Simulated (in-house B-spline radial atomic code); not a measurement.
**PBE excitations of K⁺**

Method: PBE. Computed with a B-spline radial code for spherical atoms: linear response of the closed shell [Ne] 3s2 3p6 with the functional's adiabatic kernel; scalar-relativistic (spin-free one-electron X2C), finite nucleus, no spin-orbit coupling, no double excitations, S, P, D and F terms only. Only terms of natural parity with L up to 3 were computed.

Command:
```bash
python run_td.py task.json out
```
Settings (radii: box in bohr, nucleus in fm):
```
Z                        19
electrons                18
configuration            [Ne] 3s2 3p6
hamiltonian              x2c
method                   pbe,pbe
box_radius               41.61
rms_radius               3.4349
intervals                75
```

Run time, properties included: 0.9 s on 1 thread of Arm Neoverse N1 (shared host).

The lowest states, in the order of their Tamm-Dancoff energies; the method's threshold (minus the highest occupied level) is 24.880 eV. Labels give the largest channel, * marks a mixed state, and oscillator strengths are full-response dipole values. Semilocal kernels can invert the small singlet-triplet splittings of Rydberg terms. Energies in eV:

```tsv
state	full response	Tamm-Dancoff	oscillator strength
3p → 4s 3P	18.437	18.446	-
3p → 4s 1P	18.750	18.758	0.341
3p → 3d 3P	19.798	19.864	-
3p → 3d 3F	19.940	20.027	-
3p → 4p 3S	20.706	20.719	-
3p → 4p 3D	20.940	20.946	-
3p → 4p 1D	21.088	21.090	-
3p → 3d 1F	21.204	21.211	-
3p → 4p 1S	?	?	-
3p → 3d 1P	?	?	?
3p → 5s 3P	22.855	22.856	-
3p → 5s 1P	22.902	22.906	0.0925
3p → 5p 3S	23.344	23.346	-
3p → 5p 3D	23.374	23.375	-
3p → 5p 1D	23.399	23.400	-
3p → 4d 3P	23.410	23.414	-
```

(1) Where does 3p → 4p 1S lie?

(2) Where does 3p → 3d 1P lie?

(3) How large is the singlet-triplet splitting of 3p → 4s (P terms) in Tamm-Dancoff?

(4) What polarisabilities and dispersion coefficient does the method give?

Results:

(1) At 21.726 eV in full response, 21.795 eV in Tamm-Dancoff.

(2) At 22.778 eV in full response, 22.851 eV in Tamm-Dancoff, oscillator strength 0.631.

(3) 0.312 eV, from the unrounded values.

(4) Dipole 5.719 bohr³, quadrupole 18.12 bohr⁵, C6 24.57 hartree·bohr⁶ for two such species.
